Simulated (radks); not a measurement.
The numbers below are computed, except where a source is named.
Effect of the nuclear size on neutral manganese, [Ar] 3d5 4s2. Level of theory: Dirac Kohn-Sham, BLYP, spin-unpolarised, spherical densities, finite nucleus; open shells fill j = l - 1/2 first; Fermi nuclear charge, rms radius 3.7057 fm (a radial shooting solver on a logarithmic mesh with Libxc functionals). The rms radius is varied about that value; shifts are against it.

rms radius (fm)  total energy shift (eV)  density at nucleus (e/bohr^3)  1s1/2 shift (meV)  2s1/2 shift (meV)  2p1/2 shift (meV)  3s1/2 shift (meV)
3.009                            -0.0312                      1.329e+04              -13.2              -1.17              0.132             -0.162
3.4352                           -0.0129                      1.322e+04              -5.45             -0.482              0.054             -0.067
3.7057                                 0                      1.318e+04              0.000              0.000              0.000              0.000
3.8539                           0.00744                      1.316e+04               3.15              0.279             -0.031              0.039
4.3727                            0.0357                      1.309e+04               15.1               1.34             -0.151              0.185

Slopes of the eigenvalues against <r^2> in GHz/fm^2, as finite differences over the two radii next to the reference (eigenvalue slopes, not the field-shift constants of lines): 1s1/2 681, 2s1/2 60.3, 2p1/2 -6.80, 3s1/2 8.33.
